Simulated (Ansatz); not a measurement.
Species: Ag2, net charge 0, singlet state. SMILES: [Ag][Ag]

Atoms: Ag1, Ag2. Bonds: Ag1-Ag2.

Bond lengths (Å) and angles (degrees) optimised at PBE/LANL2DZ with Ansatz (a program for electronic structure); B3LYP/LANL2DZ with Ansatz; MP2/LANL2DZ with Ansatz, each started from the B3LYP-D3(BJ)/def2-TZVP structure (Ansatz) of the last column. A row stands for all coordinates that are equal there.

```
coordinate  PBE/LANL2DZ  B3LYP/LANL2DZ  MP2/LANL2DZ  B3LYP-D3(BJ)/def2-TZVP
----------  -----------  -------------  -----------  ----------------------
Ag1-Ag2           2.590          2.613        2.690                   2.597
```

Mean signed difference of all 1 bond lengths from B3LYP-D3(BJ)/def2-TZVP: PBE/LANL2DZ -0.006 Å, B3LYP/LANL2DZ 0.016 Å, MP2/LANL2DZ 0.093 Å.
